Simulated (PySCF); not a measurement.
## Excitation energy of Fe(2+) by level of theory

Fe(2+) [Ar] 3d6 (5D) → Fe(2+) [Ar] 3d5 4p1 (7P), as a difference of total energies. Calculation: PySCF 2.14, in aug-cc-pVDZ-DK (7s6p4d2f, 59 functions); the spin-free X2C one-electron Hamiltonian (Gaussian nucleus). Correlated levels: valence: [Ar] frozen. The calculations carry no spin-orbit coupling.

```tsv
method	excitation energy (eV)
UHF	8.587
MP2 (valence)	9.694
SCS-MP2 (valence)	9.925
CCSD (valence)	9.649
CCSD(T) (valence)	9.668
```

**Question.** How much does correlation contribute at CCSD(T) (valence)?

**Answer.** 9.668 − (8.587) = 1.081 eV, measured against UHF.
